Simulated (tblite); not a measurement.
Species: C6H4O2S.
SMILES: `C(#C)C1S(=O)(=O)C=CC=1`

Computed values, GFN2-xTB/tblite, gas phase, harmonic and unscaled. Against measured fundamentals such values can be off by several per cent, at times by over 20.

Harmonic wavenumbers (cm⁻¹): 88.9, 108.4, 133.5, 208.3, 322.5, 342.3, 367.7, 448.2, 479.3, 484.6, 517.3, 587.9, 616.6, 658.0, 664.2, 726.9, 766.8, 837.3, 889.8, 993.1, 1029.1, 1124.1, 1149.6, 1209.5, 1256.2, 1269.6, 1578.2, 1661.5, 2220.1, 3084.5, 3097.5, 3176.1, 3394.7.

A = 2222, B = 1466, C = 1063 MHz; mass 139.993 u (most abundant isotopes); point group Cs, symmetry number 1.

Q: Zero-point energy?

A: ½Σν̃ = 17746 cm⁻¹ = 50.74 kcal/mol.

Q: What is S at 400 K and 1 bar for an ideal gas of classical rigid rotors and harmonic oscillators?

A: Translation 42.21, rotation 29.80, vibration 29.86: S = 101.9 cal/(mol K).

Q: And Cp and H(400 K) − H(0)?

A: Cp = 41.05 cal/(mol K), of which vibrations give 33.10 (their classical limit is 33 R = 65.6); H(400 K) − H(0) = 9.84 kcal/mol without the zero-point energy, 6.66 from vibrations.

Q: How do the functions run with temperature in this model?

A: 
```csv
T (K),S (cal/(mol K)),Cp (cal/(mol K)),H − H(0) (kcal/mol),G − H(0) (kcal/mol),ln q(vib)
100,65.6,15.3,1.10,-5.46,0.80
200,79.2,25.0,3.11,-12.72,2.55
300,91.1,34.0,6.08,-21.25,4.55
500,111.6,46.4,14.23,-41.58,8.73
800,135.9,56.3,29.81,-78.87,14.61
1000,148.9,60.2,41.49,-107.38,18.14
```

q(vib) and H(0) count from the zero-point level.

Q: Blend soft modes into free rotors: weight 1/[1 + (100 cm⁻¹/ν̃)⁴] for the oscillator and the rest for a rotor with moment μB/(μ + B), μ = h/(8π²ν), B = 10⁻⁴⁴ kg m². What vibrational entropy results?

A: 28.76 cal/(mol K) in place of 29.86, which changes −T·S at 400 K by +0.44 kcal/mol.

Q: What must be added to the electronic energy to get the Gibbs energy at 400 K and 1 bar?

A: ZPE + [H(400 K) − H(0)] − T·S = 50.74 + 9.84 − 40.75 = 19.83 kcal/mol.

Hindered rotation and anharmonicity are outside this model.

Hardware: one thread of an Arm Neoverse V2, no GPU, shared host. Cost: 0.34 s. The figure is for the frequency step alone.
